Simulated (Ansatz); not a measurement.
Basis-set extrapolation for F2H5NO2Si2 (`O[Si@@H](F)N[Si@@H](O)F`) (PBE0-D4/def2-TZVP geometry, frozen core, the Gaussian-basis code of Ansatz). Multiplicity 1, RHF reference.

|  | def2-TZVPP | def2-QZVPP |
| --- | --- | --- |
| HF | -984.379752 | -984.419047 |
| MP2 correlation | -1.418273 | -1.541722 |
| CCSD(T) correlation | -1.490846 | not run |

Energies in hartree. Use E(X) = E(∞) + A·exp(−7.88·√X) for Hartree–Fock and E(X) = E(∞) + B·X^(−2.97) for correlation, with X = 3 and 4, and add CCSD(T) minus MP2 of the smaller set to the MP2 limit.

**Question.** What is the CCSD(T) energy at the basis-set limit?

**Answer.** HF limit: -984.419047 + (-0.039295) × 0.13774 = -984.42446. MP2 limit: -1.541722 + (-0.123449) × 0.74074 = -1.63317. Higher-order term: -1.490846 − (-1.418273) = -0.07257. Total: -986.13020 hartree, 681.6 kJ/mol below CCSD(T)/def2-TZVPP.
